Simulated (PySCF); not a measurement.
## A series of derivatives of C#CC1=C[SiH2]C1C

Parent skeleton `[CH:1]#[C:2][C:3]1=[CH:4][SiH2:5][CH:6]1[CH3:7]`; one hydrogen on atom 1 is replaced by X. Hydrogens on one atom are averaged.

Method: geometry from GFN2-xTB, NMR shieldings at PBE0/pcSseg-1/GIAO, in PySCF 2.14.0 with density-fitted response routines (one computed conformer, averaged over atoms made equivalent by symmetry, fast rotation or ring inversion, non-relativistic Hamiltonian, no solvent model).

δ = σ(ref) − σ, references computed at the same level: TMS for 13C, 29Si, 1H.

(1) Give δ (ppm) for X = CH3, nPr, CHF2, CHO, CH2Cl, CN, CH2F, isopropenyl, C(S)CH3.

(2) Which position responds most, and to which substituents?

## Answers

(1) 
| X | SMILES | C1 | C2 | C3 | C4 | Si5 | C6 | C7 | H(C4) | H(Si5) |
| --- | --- | --- | --- | --- | --- | --- | --- | --- | --- | --- |
| CH3 | CC#CC1=C[SiH2][C@H]1C | 103.0 | 83.2 | 160.9 | 143.8 | -41.2 | 35.6 | 19.8 | 6.24 | 4.65 |
| nPr | CCCC#CC1=C[SiH2][C@H]1C | 107.6 | 85.2 | 160.8 | 143.3 | -41.8 | 36.0 | 19.9 | 6.23 | 4.66 |
| CHF2 | C[C@H]1[SiH2]C=C1C#CC(F)F | 94.1 | 90.7 | 156.7 | 155.1 | -38.1 | 35.8 | 19.4 | 6.81 | 4.73 |
| CHO | C[C@@H]1[SiH2]C=C1C#CC=O | 98.4 | 94.8 | 157.2 | 163.2 | -38.5 | 36.0 | 18.9 | 7.19 | 4.74 |
| CH2Cl | C[C@@H]1[SiH2]C=C1C#CCCl | 100.4 | 92.7 | 158.5 | 145.8 | -39.2 | 36.0 | 19.7 | 6.34 | 4.70 |
| CN | C[C@H]1[SiH2]C=C1C#CC#N | 79.5 | 79.2 | 154.9 | 162.4 | -36.6 | 36.7 | 19.4 | 7.13 | 4.75 |
| CH2F | C[C@@H]1[SiH2]C=C1C#CCF | 100.0 | 94.9 | 158.2 | 144.6 | -38.9 | 35.7 | 19.6 | 6.31 | 4.71 |
| isopropenyl | C=C(C)C#CC1=C[SiH2][C@@H]1C | 105.6 | 94.7 | 159.5 | 146.2 | -40.7 | 35.9 | 19.3 | 6.39 | 4.70 |
| C(S)CH3 | CC(=S)C#CC1=C[SiH2][C@@H]1C | 105.1 | 107.2 | 158.9 | 158.0 | -40.0 | 36.7 | 19.4 | 6.83 | 4.73 |

(2) C1: from 79.5 ppm with CN to 107.6 ppm with nPr.
